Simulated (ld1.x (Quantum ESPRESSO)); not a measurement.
# antimony: variants of one TM potential

Base potential:

- Element: Sb
- Generator: ld1.x (Quantum ESPRESSO) 7.5
- Type: norm-conserving Troullier–Martins (Kleinman–Bylander form)
- Functional: PW91
- Relativity: scalar-relativistic
- Frozen core: [Kr]
- Valence charge: 15
- Reference configuration: 4d10 5s2 5p2 (charge +1)
- Partial waves: 5s (bound): rc 1.85 bohr; 5p (bound): rc 1.85 bohr; 4d (bound): rc 1.25 bohr
- Local potential: the d channel
- Core correction: Bessel-smoothed model core inside 1.00 bohr

All-electron outer shells of the reference configuration (PW91, scalar-relativistic, ld1.x):

```json
{"shell": "4p", "level (eV)": "-110.36", "outermost node (bohr)": "0.39", "outermost maximum (bohr)": "0.76"}
{"shell": "4d", "level (eV)": "-42.06", "outermost node (bohr)": "0.38", "outermost maximum (bohr)": "0.84"}
{"shell": "5s", "level (eV)": "-20.73", "outermost node (bohr)": "0.95", "outermost maximum (bohr)": "1.88"}
{"shell": "5p", "level (eV)": "-12.06", "outermost node (bohr)": "1.04", "outermost maximum (bohr)": "2.24"}
```

Cutoffs, loose and tight: the cutoffs (Ry, on a coarse ladder) from which the occupation-weighted sum of valence levels, in a spherical-Bessel basis at the reference potential, stays within 10 and 1 mRy of its value at 400 Ry. They do not see the model core or the augmentation charge, which bear on the density cutoff. Test errors are all-electron minus pseudo excitation energies from the reference, over the configurations 4d10 5s2 5p3; 4d10 5s2 5p1; 4d10 5s2 5p0; 4d10 5s2 5p2.5; 4d9 5s2 5p3; 4d10 5s1 5p0; 4d10 5s2 5p3.3. A dash means not determined; rows that change the core or the reference have their own tests.

A true bound ghost makes a file unfit for plane-wave use even where its test errors are small: the radial tests pick states by their node count and pass the ghost by.

| change | outcome | cutoff, loose | cutoff, tight | bound ghosts | largest test error (meV) |
| --- | --- | --- | --- | --- | --- |
| base | generated | 100 Ry | 160 Ry | s, p | -293 |
| wave 5p (bound): rc 1.85 bohr becomes 5p (bound): rc 1.68 bohr | generated | 100 Ry | 160 Ry | s, p | -274 |
| wave 5p (bound): rc 1.85 bohr becomes 5p (bound): rc 1.94 bohr | generated | 100 Ry | 160 Ry | s, p | -304 |
| wave 5p (bound): rc 1.85 bohr becomes 5p (bound): rc 2.28 bohr | generated | 100 Ry | 160 Ry | s, p | -317 |
| wave 5p (bound): rc 1.85 bohr becomes 5p (bound): rc 2.42 bohr | generated | 100 Ry | 160 Ry | s, p | -308 |
| wave 5p (bound): rc 1.85 bohr becomes 5p (bound): rc 2.74 bohr | generated | 100 Ry | 160 Ry | s, p | -274 |

(1) What comes out with this change to the base: wave 5p (bound): rc 1.85 bohr becomes 5p (bound): rc 1.46 bohr?

(2) What comes out with this change to the base: wave 5p (bound): rc 1.85 bohr becomes 5p (bound): rc 1.28 bohr?

Results:

(1) outcome: generated; cutoff, loose: 140 Ry; cutoff, tight: 180 Ry; bound ghosts: s, p; largest test error (meV): -277.

(2) outcome: generated; cutoff, loose: over 300 Ry; cutoff, tight: over 300 Ry; bound ghosts: p, s; largest test error (meV): -220.

Reading the sweep of the p radius (base included, trends over the rows without a ghost): Bound ghosts are found at 1.28, 1.46, 1.68, 1.85, 1.94, 2.28, 2.42, 2.74 bohr. Every judged row has one, so this setting neither creates nor removes them.
